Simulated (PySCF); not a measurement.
## Which functional comes closest?

Molecule: SMILES C[Si](C)(O)O, C$_{2}$H$_{8}$O$_{2}$Si.

Molfile (atoms numbered from 1):
```
C2H8O2Si
     RDKit          3D

 13 12  0  0  0  0  0  0  0  0999 V2000
   -1.4873    0.5933    0.1118 C   0  0  0  0  0  0  0  0  0  0  0  0
    0.0989   -0.3750   -0.1217 Si  0  0  0  0  0  4  0  0  0  0  0  0
    1.5959    0.7154    0.0275 C   0  0  0  0  0  0  0  0  0  0  0  0
    0.1332   -1.6258    0.9890 O   0  0  0  0  0  0  0  0  0  0  0  0
    0.1835   -1.0639   -1.6349 O   0  0  0  0  0  0  0  0  0  0  0  0
   -1.5311    1.0753    1.1020 H   0  0  0  0  0  0  0  0  0  0  0  0
   -2.3762   -0.0496    0.0066 H   0  0  0  0  0  0  0  0  0  0  0  0
   -1.5643    1.3885   -0.6466 H   0  0  0  0  0  0  0  0  0  0  0  0
    1.6226    1.4551   -0.7876 H   0  0  0  0  0  0  0  0  0  0  0  0
    2.5145    0.1119   -0.0308 H   0  0  0  0  0  0  0  0  0  0  0  0
    1.6024    1.2588    0.9851 H   0  0  0  0  0  0  0  0  0  0  0  0
   -0.5172   -1.5843    1.6940 H   0  0  0  0  0  0  0  0  0  0  0  0
   -0.2838   -1.8986   -1.7299 H   0  0  0  0  0  0  0  0  0  0  0  0
  1  2  1  0
  2  3  1  0
  2  4  1  0
  2  5  1  0
  1  6  1  0
  1  7  1  0
  1  8  1  0
  3  9  1  0
  3 10  1  0
  3 11  1  0
  4 12  1  0
  5 13  1  0
M  END
```

Geometry PBE0-D3(BJ)/def2-SVP throughout; GIAO in PySCF 2.14.0 with density-fitted response routines, gas phase, one conformer, non-relativistic; equivalent atoms averaged; basis pcSseg-2.

Reference values (measured; solution, alcohol/water; C. Corminboeuf, T. Heine, J. Weber, Chem. Phys. Lett. 357 (2002) 1): δ(Si2) = -4.0 ppm vs TMS. Computed shifts are taken against TMS, calculated as an isolated molecule at each level.

Problem. How do the functionals HF, LDA, PBE, BLYP, BP86, OPBE, KT2, KT3, B97-D, B3LYP, PBE0, mPW1PW91, WP04, B97-2, BHandHLYP, CAM-B3LYP, wB97X-D, LC-wPBE perform against the reference? Times are CPU seconds on shared hosts with different chips, so compare them loosely.

Solution. 
```
functional                    kind   Si2  abs. error Si  core-s
        HF            Hartree–Fock  -3.1            0.9      15
       LDA                     LDA  11.8           15.8      29
       PBE                     GGA   7.1           11.1      37
      BLYP                     GGA   0.7            4.7      35
      BP86                     GGA   6.2           10.2      35
      OPBE                     GGA   8.5           12.5      37
       KT2                     GGA   9.5           13.5      37
       KT3                     GGA   4.4            8.4      37
     B97-D                     GGA   0.4            4.4      37
     B3LYP           global hybrid   0.9            4.9      26
      PBE0           global hybrid   6.4           10.4      25
  mPW1PW91           global hybrid   5.5            9.5      26
      WP04           global hybrid  -9.6            5.6      41
     B97-2           global hybrid   3.2            7.2      39
 BHandHLYP           global hybrid  -0.1            3.9      38
 CAM-B3LYP  range-separated hybrid   4.3            8.3      53
   wB97X-D  range-separated hybrid   5.7            9.7      47
   LC-wPBE  range-separated hybrid  12.5           16.5      58
```

For 29Si the closest is HF (0.9 ppm) and the furthest LC-wPBE (16.5 ppm). One molecule is a small sample, and vibrational and solvent effects are absent from the calculation.
